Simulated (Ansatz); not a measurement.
`CB([SiH3])BS` + `CBCl` → `CBS` + `CB([SiH3])BCl`  (redistribution)

Gas-phase electronic energies from Ansatz, PBE0-D4/def2-TZVP geometries. CBS: MP2 limit from def2 TZ/QZ plus the TZ coupled-cluster correction, frozen cores. Functionals use def2-TZVPP. B3LYP here is the variant with VWN-RPA as its local correlation; programs differ in this. One conformer a species, not always the lowest.

| level | ΔE (kcal/mol) | difference from CCSD(T)/CBS |
| --- | --- | --- |
| PBE0-D4 | 2.5 | 0.2 |
| ωB97X-V | 2.2 | -0.1 |
| ωB97M-V | 2.4 | 0.1 |
| r2SCAN | 2.6 | 0.3 |
| B3LYP | 2.2 | -0.1 |
| SCS-MP2/def2-TZVPP | 2.2 | -0.1 |
| CCSD/def2-TZVPP | 2.2 | -0.1 |
| MP2/def2-QZVPP | 2.4 | 0.1 |
| SCS-MP2/def2-QZVPP | 2.2 | -0.1 |
| MP2/CBS(def2) | 2.4 | 0.1 |
| CCSD(T)/CBS | 2.3 | 0 |

Largest T1 diagnostic among the species: 0.014.
